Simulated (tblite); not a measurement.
Species: C8H13N.
Atom-mapped SMILES: `[CH2:1]=[CH:2][C@@:3]12[CH2:4][CH2:5][C@@H:6]1[CH2:7][NH:8][CH2:9]2` (hydrogens: H10, H11 on C1; H12 on C2; H13, H14 on C4; H15, H16 on C5; H17 on C6; H18, H19 on C7; H20 on N8; H21, H22 on C9)

Geometry (GFN2-xTB, Å), atoms numbered from 1 in this order:
```xyz
22
C8H13N angstrom
C      2.760   -0.867   -0.171
C      1.705   -0.306    0.391
C      0.394   -0.083   -0.283
C     -0.105   -1.151   -1.276
C     -1.413   -1.280   -0.484
C     -0.895   -0.276    0.559
C     -1.593    1.077    0.545
N     -1.145    1.653   -0.711
C      0.274    1.357   -0.810
H      2.737   -1.230   -1.185
H      3.691   -0.984    0.357
H      1.761    0.063    1.409
H      0.498   -2.057   -1.271
H     -0.220   -0.797   -2.297
H     -2.287   -0.920   -1.021
H     -1.612   -2.275   -0.093
H     -0.767   -0.678    1.563
H     -1.282    1.667    1.426
H     -2.681    0.993    0.550
H     -1.334    2.647   -0.775
H      0.898    2.023   -0.189
H      0.605    1.443   -1.847
```

Calculated harmonic vibrations of the isolated species, GFN2-xTB (tblite), most abundant isotopes, no scaling. This tight-binding method is rough: wavenumbers can miss measured ones by several per cent, in bad cases by 10 to 20. One conformer, not necessarily the lowest.

Harmonic wavenumbers (cm⁻¹): 64.6, 74.2, 188.4, 212.1, 268.3, 339.5, 371.7, 441.4, 585.1, 588.4, 639.4, 664.4, 782.6, 846.6, 881.3, 894.4, 905.0, 931.9, 953.8, 1000.0, 1014.5, 1020.8, 1035.1, 1049.1, 1069.1, 1086.7, 1113.6, 1141.6, 1160.3, 1170.0, 1185.4, 1199.4, 1229.6, 1233.8, 1245.9, 1255.9, 1285.4, 1296.4, 1305.4, 1332.6, 1361.3, 1414.4, 1453.9, 1472.4, 1484.3, 1488.2, 1710.0, 2801.7, 2810.8, 2969.8, 2972.3, 2987.5, 3004.2, 3017.5, 3020.3, 3029.6, 3034.9, 3102.9, 3125.6, 3380.5.

A = 2726, B = 1475, C = 1236 MHz; mass 123.105 u (most abundant isotopes); point group C1, symmetry number 1.

Task: What is the zero-point energy?

Result: ½Σν̃ = 42353 cm⁻¹ = 121.09 kcal/mol.

Task: Entropy at 273.15 K, 1 bar (ideal gas, RRHO, classical rotation)?

Result: Translation 39.93, rotation 28.30, vibration 19.04: S = 87.3 cal/(mol K).

Task: And Cp and H(273.15 K) − H(0)?

Result: Cp = 31.93 cal/(mol K), of which vibrations give 23.99 (their classical limit is 60 R = 119.2); H(273.15 K) − H(0) = 5.07 kcal/mol without the zero-point energy, 2.90 from vibrations.

Task: How do the functions run with temperature in this model?

Result: 
| T (K) | S (cal/(mol K)) | Cp (cal/(mol K)) | H − H(0) (kcal/mol) | G − H(0) (kcal/mol) | ln q(vib) |
| --- | --- | --- | --- | --- | --- |
| 100 | 65.7 | 15.2 | 1.13 | -5.44 | 1.08 |
| 200 | 78.7 | 23.7 | 3.05 | -12.69 | 2.85 |
| 300 | 90.4 | 35.3 | 5.98 | -21.15 | 4.77 |
| 500 | 114.3 | 59.3 | 15.53 | -41.62 | 9.13 |
| 800 | 147.8 | 82.7 | 37.16 | -81.04 | 16.35 |
| 1000 | 167.3 | 92.6 | 54.74 | -112.59 | 21.13 |

q(vib) and H(0) count from the zero-point level.

Task: Blend soft modes into free rotors: weight 1/[1 + (100 cm⁻¹/ν̃)⁴] for the oscillator and the rest for a rotor with moment μB/(μ + B), μ = h/(8π²ν), B = 10⁻⁴⁴ kg m². What vibrational entropy results?

Result: 17.66 cal/(mol K) in place of 19.04, which changes −T·S at 273.15 K by +0.38 kcal/mol.

Task: Which modes carry the vibrational entropy at 273.15 K?

Result: 64.6 cm⁻¹: 4.14; 74.2 cm⁻¹: 3.87; 188.4 cm⁻¹: 2.08; 212.1 cm⁻¹: 1.87; 268.3 cm⁻¹: 1.46; 339.5 cm⁻¹: 1.08 cal/(mol K); the other 54 give 4.55 together.

Task: What must be added to the electronic energy to get the Gibbs energy at 273.15 K and 1 bar?

Result: ZPE + [H(273.15 K) − H(0)] − T·S = 121.09 + 5.07 − 23.84 = 102.32 kcal/mol.

Hindered rotation and anharmonicity are outside this model. Other conformers, if any are populated, would add a mixing term that is left out. The structure is chiral; the term R ln 2 for an equal mix with its mirror image is left out.
